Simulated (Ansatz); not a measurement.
`[I][GaH][I]` + H₂ → `[GaH2][I]` + HI at 500 K and 1 bar (hydrogenolysis of a Ga–I bond).

Computed with Ansatz on PBE0-D4/def2-TZVP structures; ΔE is electronic, products minus reactants. CCSD(T)/CBS adds triple-zeta CCSD(T) − MP2 to the extrapolated MP2 energy (def2 sets, frozen cores). This one scheme is used for every species. Elements past krypton have def2 core potentials. For Ga, I outer-core shells are correlated without core-valence functions, which leaves a few kJ/mol of doubt a bond. Scalar relativity is left out up to krypton.

| species | CCSD(T)/CBS energy (Eh) | H − E (kJ/mol) | S (J/(mol·K)) |
| --- | --- | --- | --- |
| `[I][GaH][I]` | -2519.52154 | 51.4 | 375.4 |
| H₂ | -1.17544 | 41.0 | 145.5 |
| `[GaH2][I]` | -2222.61527 | 60.6 | 314.2 |
| HI | -298.03592 | 28.6 | 221.6 |

H − E and S are ideal-gas, rigid-rotor, harmonic terms from PBE0-D4/def2-TZVP. The MP2-based limit puts H₂ 0.8 mEh under its directly extrapolated value; such offsets cancel only in part. 1 Eh = 2625.50 kJ/mol, R = 8.31446 J/(mol·K).

Question: By hand: ΔE, ΔH, ΔS and ΔG.

Answer: ΔE = (-2222.61527) + (-298.03592) − (-2519.52154) − (-1.17544) = 0.04579 Eh = 120.2 kJ/mol. Δ(H − E) = 60.6 + 28.6 − 51.4 − 41.0 = -3.2, so ΔH = 117.0 kJ/mol. ΔS = 314.2 + 221.6 − 375.4 − 145.5 = 14.9 J/(mol·K). ΔG = 117.0 − 500 × (14.9)/1000 = 109.5 kJ/mol.

Question: By hand: the equilibrium constant, and the temperature at which ΔG would vanish if ΔH and ΔS stayed fixed.

Answer: log₁₀ K = −ΔG/(RT ln 10) = -11.4. ΔG = 0 at ΔH/ΔS = 7852 K, far beyond where these terms or the molecules hold.

The number of gas molecules stays the same, so ΔS is small and ΔH decides. A doubt of 5 kJ/mol in ΔE shifts log₁₀ K by 0.5 here. These are equilibria of isolated gas molecules and say nothing of rates. Largest T1 diagnostic: 0.011 (customary marks: 0.02 for closed shells, 0.045 for open ones).
